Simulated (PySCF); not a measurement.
Excitation energy of Ga²⁺ by level of theory

Ga²⁺ [Ar] 3d10 4s1 (2S) → Ga²⁺ [Ar] 3d10 4d1 (2D), as a difference of total energies. Computed with PySCF 2.14 in aug-cc-pVQZ-DK (8s7p5d3f2g, 93 functions), with the spin-free X2C one-electron Hamiltonian (Gaussian nucleus). The calculations carry no spin-orbit coupling.

```
   method  excitation energy (eV)
      UHF                  17.009
      LDA                  18.277
      PBE                  17.754
     PBE0                  17.626
   r2SCAN                  17.780
BHandHLYP                  17.711
  wB97X-V                  17.749
  r2SCANh                  17.754
    TPSSh                  17.520
```

A first-order spin-orbit estimate (lowest level to lowest level, LS coupling) adds -0.007 eV.

The promoted electron is Rydberg-like, and one or two diffuse shells describe it only roughly, which tends to raise the upper state.
